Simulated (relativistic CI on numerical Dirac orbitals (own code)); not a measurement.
Ligand-field terms of d7

Computed with a parametric ligand-field model of a d^n configuration (Racah B and C, spin-orbit zeta, crystal field), exact diagonalisation.

Field parameters in Wybourne normalisation: Oh B⁴₀ = 21Dq, B⁴₄ = √(5/14) B⁴₀; Td as Oh with Dq negative (B⁴₀ = 21Dq, B⁴₄ = √(5/14) B⁴₀). The field is a parameter set, without covalency.

(1) A d7 ion in Td symmetry has the ground term 4A2 and bands at 4T2 3450 cm⁻¹ (2899 nm), 4T1 5945 cm⁻¹ (1682 nm), 2E 12600 cm⁻¹ (794 nm), 2T1 13032 cm⁻¹ (767 nm), 4T1 13405 cm⁻¹ (746 nm), 2A1 14670 cm⁻¹ (682 nm). Which parameters reproduce them?

(2) Ground term and bands for B = 970, C = 5000, ζ = 0 cm⁻¹, Oh, 10Dq = 10450 cm⁻¹?

(3) A d7 ion in Oh symmetry has the ground term 2E and bands at 4T1 14703 cm⁻¹ (680 nm), 2T1 22397 cm⁻¹ (446 nm), 2T2 22898 cm⁻¹ (437 nm), 2T1 25445 cm⁻¹ (393 nm), 2T2 32967 cm⁻¹ (303 nm), 4T2 37620 cm⁻¹ (266 nm), 4T1 42887 cm⁻¹ (233 nm). Which parameters reproduce them?

(4) A d7 ion in Oh symmetry has the ground term 2E and bands at 4T1 17835 cm⁻¹ (561 nm), 2T1 28618 cm⁻¹ (349 nm), 2T2 29307 cm⁻¹ (341 nm), 2T1 32862 cm⁻¹ (304 nm), 2T2 43266 cm⁻¹ (231 nm), 4T2 47159 cm⁻¹ (212 nm), 4T1 54583 cm⁻¹ (183 nm). Which parameters reproduce them?

(5) Ground term and bands for B = 760, C = 3300, ζ = 0 cm⁻¹, Oh, 10Dq = 6800 cm⁻¹?

Answers

(1) B = 600, C = 2940, ζ = 0 cm⁻¹, Td, 10Dq = -3450 cm⁻¹.

(2) Ground term 4T1 with 2.07 electrons in the two orbitals of the cubic e set. Spin-allowed: 4T2 9168 cm⁻¹ (1091 nm), 4A2 19618 cm⁻¹ (510 nm), 4T1 22436 cm⁻¹ (446 nm). Lowest spin-forbidden: 2E 11950 cm⁻¹ (837 nm), 2T1 20095 cm⁻¹ (498 nm), 2T2 20679 cm⁻¹ (484 nm).

(3) B = 420, C = 1940, ζ = 0 cm⁻¹, Oh, 10Dq = 23950 cm⁻¹.

(4) B = 590, C = 2710, ζ = 0 cm⁻¹, Oh, 10Dq = 30750 cm⁻¹.

(5) Ground term 4T1 with 2.08 electrons in the two orbitals of the cubic e set. Spin-allowed: 4T2 5904 cm⁻¹ (1694 nm), 4A2 12704 cm⁻¹ (787 nm), 4T1 16408 cm⁻¹ (609 nm). Lowest spin-forbidden: 2E 8628 cm⁻¹ (1159 nm), 2T1 13935 cm⁻¹ (718 nm), 2T2 14209 cm⁻¹ (704 nm).
